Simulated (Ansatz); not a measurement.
Consider the redistribution: `B[CH2][GeH2][F]` + `C[O][GeH]([F])[SeH]` → `B[CH2][GeH2][SeH]` + `C[O][GeH]([F])[F]`.

Isolated molecules relaxed with PBE0-D4/def2-TZVP in Ansatz; ΔE leaves out vibrations. CCSD(T)/CBS adds triple-zeta CCSD(T) − MP2 to the extrapolated MP2 energy (def2 sets, frozen cores). DFT in def2-TZVPP. B3LYP here is the variant with VWN-RPA as its local correlation; programs differ in this. For Ge, Se outer-core shells are correlated without core-valence functions, which leaves a few kJ/mol of doubt a bond. Scalar relativity is left out up to krypton. Each species was taken in one conformer, which may not be the lowest.

Q: Is it downhill or uphill in electronic energy at CCSD(T)/CBS, and by how much? (An estimate is asked.)

A: Computed: Downhill: ΔE = -3.2 kcal/mol.

Q: What do these levels give: PBE0-D4, ωB97X-V, B2PLYP, PBE, r2SCAN, PBE0, B3LYP, HF/def2-TZVPP, SCS-MP2/def2-TZVPP, CCSD/def2-TZVPP, CCSD(T)/def2-TZVPP, CCSD/CBS(def2)? (An estimate is asked.)

A: The calculation gave: PBE0-D4 -2.7, ωB97X-V -2.5, B2PLYP -2.6, PBE -1.6, r2SCAN -2.4, PBE0 -2.5, B3LYP -1.7, HF/def2-TZVPP -3.4, SCS-MP2/def2-TZVPP -3.8, CCSD/def2-TZVPP -3.9, CCSD(T)/def2-TZVPP -3.9, CCSD/CBS(def2) -3.3 kcal/mol.

Largest T1 diagnostic among the species: 0.012.

From PBE to PBE0 (25 % exact exchange), in def2-TZVPP and without D4, ΔE moves by −0.9 kcal/mol.
